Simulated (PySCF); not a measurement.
GeH₂F₂, SMILES [GeH2]([F])[F]. Atoms are numbered in the order given.

```xyz
5

Ge     0.0000     0.0000     0.3343
F      1.3718     0.0000    -0.7173
F     -1.3718     0.0000    -0.7173
H      0.0000     1.3138     1.1062
H      0.0000    -1.3138     1.1062
```

The structure is a stationary point at ωB97X-D3(BJ)/def2-TZVP.

Computed with PySCF with PBE0/def2-TZVPD.

ESP charges are fitted to the potential on shells at 1.4 to 2.0 van der Waals radii. Atomic charges (e):

```json
[
 {"atom": "Ge1", "IAO": "1.26", "ESP fit": "0.65"},
 {"atom": "F2", "IAO": "-0.53", "ESP fit": "-0.30"},
 {"atom": "F3", "IAO": "-0.53", "ESP fit": "-0.30"},
 {"atom": "H4", "IAO": "-0.10", "ESP fit": "-0.03"},
 {"atom": "H5", "IAO": "-0.10", "ESP fit": "-0.03"}
]
```
